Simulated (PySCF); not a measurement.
```xyz
6
charge 0 multiplicity 1, angstrom
Pt    1.2096    0.1986   -0.3621
Pt   -1.2096   -0.1986    0.3621
H     2.4589    0.9093    0.1751
H     1.8680   -0.9398    0.3775
H    -1.8680    0.9398   -0.3775
H    -2.4589   -0.9093   -0.1751
```

Method: PBE0/[Pt def2-TZVP with ECP60, H def2-TZVP], scalar-relativistic core potentials, density fitting, no spin–orbit coupling, PySCF.

This geometry of Pt2H4 is a stationary point at this level.

What is the point group?

Ci.

Is it a minimum?

Yes: all harmonic wavenumbers are real.

Which band is strongest in the infrared?

2361 cm⁻¹ (au), 234 km/mol.

What is the atomisation energy, with and without zero-point energy?

1440 kJ/mol without, 1362 kJ/mol with.

Stability towards spin polarisation was not tested. Other isomers or separated fragments may lie lower. Spin–orbit coupling, left out here, can matter for elements this heavy.
